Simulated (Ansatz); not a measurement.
cyclo-(F2GeNH)3 (Ge3N3F6H3), 15 atoms. Hardware: 4 threads of Arm Neoverse V2 on a shared host.

Correlated methods freeze 36 core orbitals; core or outer-core shells of Ge are correlated, in sets that lack core-valence functions.

Q: How many basis functions does each of these Ansatz runs have, and roughly what does it cost? revPBE-D4/def2-TZVP, charge 0 singlet, energy, from earlier orbitals; MP2/def2-SVP, charge 0 singlet, energy, from earlier orbitals; r2SCAN-D4/def2-TZVP, charge 0 singlet, energy, from earlier orbitals; PBE0-D4/def2-SVP, charge 0 singlet, energy, from earlier orbitals; PBE-D4/def2-TZVP, charge 0 singlet, energy, from earlier orbitals; PBE0-D4/def2-SVP, charge -1 doublet at the geometry of the charge 0 singlet, energy; PBE0-D4/def2-SVP, charge 1 doublet at the geometry of the charge 0 singlet, energy; PBE0-D4/def2-SVP, charge 0 triplet at the geometry of the charge 0 singlet, energy; PBE-D4/def2-SVP, charge 0 singlet, relaxation, 4 steps; revPBE-D4/def2-SVP, charge -1 doublet at the geometry of the charge 0 singlet, energy, from earlier orbitals; PBE-D4/def2-SVP, charge -1 doublet at the geometry of the charge 0 singlet, energy, from earlier orbitals; B3LYP-D4/def2-TZVP, charge 0 singlet, energy, from earlier orbitals.

A: Other jobs shared the machine, so times can vary by a factor of up to 3. A dash marks memory too small to be measured apart from the calling script's.

```tsv
run	functions	fitting or Cholesky vectors	wall time	peak host memory (GiB)
PBE0-D4/def2-SVP, charge 0 singlet, energy, from earlier orbitals	237	2289	9 s	0.98
PBE-D4/def2-SVP, charge -1 doublet at the geometry of the charge 0 singlet, energy, from earlier orbitals	237	2631	9.5 s	–
revPBE-D4/def2-SVP, charge -1 doublet at the geometry of the charge 0 singlet, energy, from earlier orbitals	237	2631	9.5 s	–
revPBE-D4/def2-TZVP, charge 0 singlet, energy, from earlier orbitals	441	2607	11 s	1.2
PBE-D4/def2-TZVP, charge 0 singlet, energy, from earlier orbitals	441	2607	11 s	1.2
MP2/def2-SVP, charge 0 singlet, energy, from earlier orbitals	237	2289	11 s	0.98
PBE-D4/def2-SVP, charge 0 singlet, relaxation, 4 steps	237	2631	15 s	–
PBE0-D4/def2-SVP, charge -1 doublet at the geometry of the charge 0 singlet, energy	237	2289	18 s	1.7
r2SCAN-D4/def2-TZVP, charge 0 singlet, energy, from earlier orbitals	441	2607	20 s	1.3
PBE0-D4/def2-SVP, charge 1 doublet at the geometry of the charge 0 singlet, energy	237	2289	29 s	1.7
PBE0-D4/def2-SVP, charge 0 triplet at the geometry of the charge 0 singlet, energy	237	2289	29 s	1.7
B3LYP-D4/def2-TZVP, charge 0 singlet, energy, from earlier orbitals	441	2700	30 s	3
```
